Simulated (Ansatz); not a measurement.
## Pulling the pair apart

The pair of CH5N (SMILES CN, atoms 1–7) and H2 (SMILES [H][H], atoms 8–9), both closed shells, in one local arrangement (a lower one may exist), relaxed at PBE0-D4/def2-TZVP:

```csv
atom,x (Å),y (Å),z (Å)
C1,-0.5899,-0.3585,-0.6974
N2,0.4669,0.5870,-0.3805
H3,-0.9266,-0.3513,-1.7438
H4,-1.4575,-0.1566,-0.0653
H5,-0.2528,-1.3703,-0.4613
H6,0.1725,1.5347,-0.5774
H7,1.2883,0.4105,-0.9441
H8,0.6291,-0.2818,2.7850
H9,0.6701,-0.0137,2.0849
```

H2 is shifted rigidly along the line between the mean atom positions of the two fragments (negative: closer). Counterpoise interaction energies in kJ/mol. Ansatz 0.2.0; basis: def2-TZVPPD; cores frozen in the correlated methods. B3LYP uses VWN-RPA correlation.

| shift (Å) | PBE-D4 | B3LYP-D4 | MP2 |
| --- | --- | --- | --- |
| -0.25 | -4.3 | -2.2 | -0.8 |
| -0.13 | -5.2 | -3.5 | -2.3 |
| 0.00 | -5.6 | -4.0 | -3.1 |
| 0.13 | -5.6 | -4.1 | -3.4 |
| 0.31 | -5.1 | -3.9 | -3.4 |
| 0.64 | -4.0 | -2.9 | -2.8 |
| 1.27 | -2.1 | -1.4 | -1.5 |
| 2.55 | -0.5 | -0.5 | -0.4 |

(1) What does CCSD(T) give at these shifts? (An estimate is asked for; the value comes from the calculation.)

No T1 diagnostic of these runs exceeds 0.009.

Results:

(1) The calculation gives: -0.8, -2.3, -3.1, -3.5, -3.4, -2.8, -1.5, -0.4 kJ/mol. For zero shift, CCSD(T) at an estimated basis limit (MP2 extrapolated from triple and quadruple zeta, plus CCSD(T) − MP2 in triple zeta) gives -3.6 kJ/mol. These are counterpoise interaction energies, counted from the two frozen fragments.

For scale, one of the runs: CCSD(T)/def2-TZVPPD, 193 basis functions, launched by `ansatz run in.yaml --threads 2 --pin off --events-out ev --progress --plain --max-ram 5222MiB`. The run took 33 s on 2 CPU threads of an Arm Neoverse V1 (shared host), with 2.2 GiB of host memory at its peak.
